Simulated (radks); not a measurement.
Results of a calculation; reference values are marked as such.
Spin polarisation of the 6p2 shell in the bismuth ion Bi+. Start: [Hg] 6p(up 1, down 1); electrons of 6p are moved from spin down to spin up, other shells keep equal spins. Code: a radial shooting solver on a logarithmic mesh with Libxc functionals. Model: scalar-relativistic Kohn-Sham, LDA (Slater exchange, Perdew-Wang correlation), spin-polarised, spherical densities, point nucleus.

[
 {"moment (Bohr magnetons)": "0", "E - E(0) (eV)": "0.000", "e(6p up) (eV)": "-11.713", "e(6p down) (eV)": "-11.713", "6s down minus up (eV)": "0.000", "5d down minus up (eV)": "0.000", "5p down minus up (eV)": "0.000"},
 {"moment (Bohr magnetons)": "0.5", "E - E(0) (eV)": "-0.036", "e(6p up) (eV)": "-11.850", "e(6p down) (eV)": "-11.560", "6s down minus up (eV)": "0.254", "5d down minus up (eV)": "0.065", "5p down minus up (eV)": "0.024"},
 {"moment (Bohr magnetons)": "1", "E - E(0) (eV)": "-0.145", "e(6p up) (eV)": "-11.975", "e(6p down) (eV)": "-11.390", "6s down minus up (eV)": "0.511", "5d down minus up (eV)": "0.129", "5p down minus up (eV)": "0.047"},
 {"moment (Bohr magnetons)": "1.5", "E - E(0) (eV)": "-0.329", "e(6p up) (eV)": "-12.088", "e(6p down) (eV)": "-11.200", "6s down minus up (eV)": "0.771", "5d down minus up (eV)": "0.195", "5p down minus up (eV)": "0.071"},
 {"moment (Bohr magnetons)": "2", "E - E(0) (eV)": "-0.590", "e(6p up) (eV)": "-12.187", "e(6p down) (eV)": "-10.988", "6s down minus up (eV)": "1.037", "5d down minus up (eV)": "0.260", "5p down minus up (eV)": "0.095"}
]

At moment 2 the spin-polarisation energy is -0.590 eV and the 6p exchange splitting 1.199 eV, that is 0.600 eV per Bohr magneton; E = -I m^2/4 would give I = 0.590 eV.
